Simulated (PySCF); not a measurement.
Species: C5H5O3S (doublet state).
SMILES with atom numbers: `[CH2:1]=[C:2]([S:3]=[O:4])[C:5](=[O:6])[CH2:7][CH:8]=[O:9]` (hydrogens: H10, H11 on C1; H12, H13 on C7; H14 on C8)

Structure used (GFN2-xTB), in Å, numbered top down from 1:
```xyz
14
C5H5O3S angstrom
C      2.149   -0.677    0.602
C      1.106   -0.272   -0.134
S      1.293    1.207   -1.107
O      0.195    1.266   -2.087
C     -0.182   -1.007   -0.081
O     -0.240   -2.192    0.130
C     -1.425   -0.164   -0.278
C     -1.437    1.055    0.593
O     -0.483    1.743    0.840
H      3.087   -0.150    0.585
H      2.069   -1.538    1.244
H     -2.316   -0.775   -0.139
H     -1.387    0.205   -1.314
H     -2.430    1.299    1.009
```

The hyperfine couplings belong to this conformer and change with its torsions.

Computed with UKS B3LYP, pcH-1 on C H O S, non-relativistic, mean-field spin-orbit, GIAO in PySCF 2.14.0. Geometry: GFN2-xTB, one conformer, isolated molecule. A GFN2-xTB geometry isn't a minimum of the functional, and hyperfine couplings can be far from their values at a DFT geometry, by a factor of two or more for some ions and for spin on atoms past the first row. The frame is twisted about the C2–C5 bond at this geometry (dihedral S3–C2–C5–C7 = -29°); couplings at other torsion angles weren't computed. Stability of the SCF solution: not tested.

Principal values of hyperfine tensors in MHz (contact, dipolar and spin–orbit terms together), for some of the nuclei:

```csv
atom,isotope,A1,A2,A3
O4,17O,-161.49,31.88,35.89
S3,33S,-38.17,-31.31,132.92
C1,13C,3.35,5.09,51.62
O9,17O,-26.20,-13.04,-12.25
H11,1H,-22.34,-14.82,-4.81
H10,1H,-16.49,-14.99,-6.54
H14,1H,5.47,5.96,8.76
C5,13C,4.48,5.25,5.75
```

(1) Split each tensor into its isotropic and traceless parts, and turn a_iso into mT with g = 2.0082.

(2) What spin density at the nucleus of O9 lies behind its contact coupling (g_N = -0.75752)?

(3) C2 (13C, g_N = 1.40482) isn't in the table. Its spin density at the nucleus is -0.02047 bohr⁻³. What is its contact coupling?

(4) Which nucleus of the table has the largest anisotropic coupling, and what is its form?

(5) In a single crystal, with the field along each principal axis of the tensor of O4 in turn, what first-order splitting does this nucleus give (isotropic g, quadrupole terms neglected)?

Results:

(1) a_iso is a third of the trace, T = A − a_iso, and a(mT) = a(MHz)/(g × 13.996). The tensors hold a spin–orbit part: the run splits a_iso into a_FC + a_SO, and T includes its anisotropic share.

| atom | a_iso (MHz) | a_FC | a_SO | a_iso (mT) | T1 | T2 | T3 |
| --- | --- | --- | --- | --- | --- | --- | --- |
| O4 | -31.24 | -29.99 | -1.25 | -1.111 | -130.25 | 63.12 | 67.14 |
| S3 | 21.15 | 21.82 | -0.67 | 0.752 | -59.31 | -52.45 | 111.77 |
| C1 | 20.02 | 20.05 | -0.03 | 0.712 | -16.67 | -14.93 | 31.60 |
| O9 | -17.16 | -17.20 | 0.03 | -0.611 | -9.03 | 4.12 | 4.91 |
| H11 | -13.99 | -14.00 | 0.01 | -0.498 | -8.35 | -0.83 | 9.18 |
| H10 | -12.67 | -12.67 | 0.00 | -0.451 | -3.82 | -2.32 | 6.14 |
| H14 | 6.73 | 6.73 | 0.00 | 0.239 | -1.26 | -0.77 | 2.03 |
| C5 | 5.16 | 5.17 | -0.01 | 0.184 | -0.68 | 0.09 | 0.59 |

(2) a_FC = (2μ0/3) gₑ μB g_N μN ρ(0)/(2S·h) = 800.24 MHz × g_N × ρ(0)/(2S), with ρ in bohr⁻³. With a_FC = -17.20 MHz and 2S = 1, ρ(0) = 0.02837 bohr⁻³. The nuclear moment is negative, so coupling and spin density have opposite signs.

(3) By the same relation, a_FC = -23.0 MHz. Its full tensor has the principal values -36.54, -16.95, -15.38 MHz.

(4) O4: -130.3, 63.1, 67.1 MHz (the dipolar term alone has -131.5, 64.7, 66.8), nearly axial, close to the ratio +1:+1:−2, the form that spin in one p orbital centred on that nucleus gives (the nuclear moment is negative).

(5) 6 lines (I = 5/2), spaced by |A_i|/(g × 13.996): 5.75, 1.13, 1.28 mT along the axes of A1, A2 and A3.
